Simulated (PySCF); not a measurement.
**From computed data to an observable: chemical shift, span and skew from a shielding tensor**

C₂H₅AlO₂, SMILES C=[CH][Al]([OH])[OH]. Atoms are numbered in the order given.

```xyz
10

Al    -0.0287    -0.4728     0.0000
C     -0.7692     1.3090     0.0000
C      0.0155     2.4005     0.0000
H     -1.8556     1.4743     0.0000
H     -0.3902     3.4210     0.0000
H      1.1097     2.3260     0.0000
O      1.6709    -0.5932     0.0000
H      2.2292    -1.3733     0.0000
O     -1.0855    -1.8083     0.0000
H     -0.8807    -2.7459     0.0000
```
Charge 0, spin multiplicity 1.

The structure is a stationary point at B3LYP-D3(BJ)/def2-SVP. The structure was generated by enumeration; whether it is a known compound was not checked. The values are those of a single conformer.

GIAO shieldings from PySCF with PBE0/pcSseg-1, non-relativistic, no solvent. The symmetric part of the tensor of C3 has the principal values -111.3, 31.6, 160.7 ppm. The same nucleus in TMS has σ = 186.3 ppm at this level (PySCF, at its B3LYP-D3(BJ)/def2-TZVP geometry).

Problem. Work out the isotropic shielding, the ¹³C shift against TMS, the span and the skew.

Solution. 
σ(iso) = (σ11 + σ22 + σ33)/3 = 27.0 ppm. δ = σ(ref) − σ(iso) = 186.3 − (27.0) = 159.3 ppm.
Span Ω = σ33 − σ11 = 272.0 ppm. Skew κ = 3(σ(iso) − σ22)/Ω = -0.05. Tumbling in solution averages the tensor to δ; in a static solid the shielding alone would spread this spin-1/2 line over Ω.
